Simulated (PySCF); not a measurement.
# Computed properties of ethenoxy(methyl)silane (C₃H₈OSi), SMILES C=CO[SiH2]C

ethenoxy(methyl)silane (C3H8OSi), SMILES C=CO[SiH2]C. Coordinates come from a B3LYP-D3(BJ)/def2-SVP optimisation. The values are those of a single conformer. All values are computed for the isolated molecule unless a solvent is named; none is compared with measurement here.

**Structure.** The optimised structure has Cs symmetry. All 33 harmonic modes at B3LYP-D3(BJ)/def2-SVP (PySCF) are real, so it is a minimum. With heavy atoms numbered as in [CH2:1]=[CH:2][O:3][SiH2:4][CH3:5], the shortest bond between them is C1–C2 at 1.338 Å and the longest Si4–C5 at 1.866 Å.

**Vibrations.** The strongest infrared lines (harmonic, unscaled, degenerate partners summed) lie at 937 cm⁻¹ (333 km/mol, H 80 %, Si 14 %), 1244 cm⁻¹ (230 km/mol, C 49 %, O 29 %, H 22 %), 1702 cm⁻¹ (182 km/mol, C 85 %, H 14 %). The softest mode is at 72 cm⁻¹ and the zero-point energy is 63.2 kcal/mol.

**Electronic structure.** r2SCAN/def2-TZVP (PySCF) places the frontier levels at -5.86 and -0.14 eV, a gap of 5.72 eV, and gives a dipole moment of 0.95 D and a mean polarisability of 66.3 bohr³. PBE/def2-TZVP (PySCF) at the same geometry gives -5.64 and -0.39 eV, so its gap is 0.47 eV narrower. An orbital gap is neither the optical nor the fundamental gap.

**Excitations.** TDDFT-B3LYP/def2-SVPD (PySCF) has S1 at 6.12 eV (203 nm, f = 0.008, weak); the most intense of the 10 singlets computed lies at 6.86 eV (f = 0.28). T1 (TDA) is at 4.33 eV. TDDFT-PBE/def2-SVPD (PySCF) puts S1 at 5.53 eV. No vertical singlet excitation falls in the visible range (under 3.1 eV).

**NMR.** GIAO shifts at PBE0/pcSseg-1 (PySCF) (non-relativistic, atoms alike by connectivity averaged): ¹³C from -2.3 to 161.0 ppm against TMS; ¹H from 0.7 to 6.9 ppm against TMS; ²⁹Si at -13.7 ppm against TMS.
